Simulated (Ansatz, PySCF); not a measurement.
System: disulfane, H2S2, charge 0, multiplicity 1. SMILES: SS
Coordinates optimised at B3LYP-D3(BJ)/def2-TZVP (Ansatz, an electronic-structure program):
```xyz
4

S     -0.9222     0.0561     0.4718
S      0.9228     0.0543    -0.4709
H     -1.5351    -0.8736    -0.2871
H      1.5259    -0.8942     0.2724
```
Charge 0, spin multiplicity 1.

Property: vertical triplet-singlet gap (E(triplet) - E(singlet); each state is the SCF solution reached for its spin), in kJ/mol. Cores are frozen in the correlated levels unless marked. Open shells are spin-unrestricted. No spin-orbit coupling. Non-relativistic. Basis-set limits of correlation are two-point, X^-3; Hartree-Fock from the larger set. [CCSD(T)-MP2]/basis is that difference in the basis named.

| level | program | vertical triplet-singlet gap (kJ/mol) |
|---|---|---|
| HF/def2-SVPD | Ansatz | 381.6 |
| HF/def2-TZVPPD | Ansatz | 377.7 |
| SVWN5/def2-TZVPD | Ansatz | 368.5 |
| PBE/def2-TZVPD | Ansatz | 364.1 |
| BHLYP/def2-TZVPD | Ansatz | 398.8 |
| M06-2X/def2-TZVPD | PySCF | 408.5 |
| wB97M-V/def2-TZVPD | Ansatz | 411.9 |
| wB97X-V/def2-TZVPD | Ansatz | 414.5 |
| B2PLYP/def2-TZVPD | Ansatz | 400.9 |
| MP2/aug-cc-pV(T+d)Z | Ansatz | 418.6 |
| RI-MP2/def2-TZVPPD | Ansatz | 418.4 |
| RI-MP2/def2-QZVPPD | Ansatz | 420.7 |
| RI-MP2/CBS(aug-cc-pV(T+d)Z,aug-cc-pV(Q+d)Z) | Ansatz | 422.8 |
| SCS-MP2/def2-SVPD | Ansatz | 426.1 |
| SCS-MP2/aug-cc-pV(T+d)Z | Ansatz | 429.3 |
| CCSD/aug-cc-pV(T+d)Z | Ansatz | 410.6 |
| CCSD/def2-TZVPPD | Ansatz | 411.0 |
| CCSD(T)/def2-SVPD | Ansatz | 410.8 |
| RI-MP2/CBS(def2-TZVPPD,def2-QZVPPD)+[CCSD(T)-MP2]/def2-SVPD | Ansatz | 416.0 |
| RI-MP2/CBS(def2-TZVPPD,def2-QZVPPD)+[CCSD(T)-MP2]/def2-TZVPPD | Ansatz | 414.8 |
| RI-MP2/CBS(aug-cc-pV(T+d)Z,aug-cc-pV(Q+d)Z)+[CCSD(T)-MP2]/aug-cc-pV(T+d)Z | Ansatz | 414.5 |
